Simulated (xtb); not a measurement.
xtb input:

```bash
xtb mol.xyz --gfn 2 --sp --chrg -1 --uhf 0
```
mol.xyz:
```
4

C     -0.43645437     0.17143429     0.12164125
N      0.67544959    -0.26530887    -0.18824998
H     -1.41011651    -0.44169056     0.22509177
H     -0.69930434     1.27024694     0.36281065
```

Task: What final total energy does it print?

Result: -6.15203 Eh (GFN2-xTB).

It need not be the lowest isomer of its formula. Whether it binds its extra electron was not tested at this geometry.
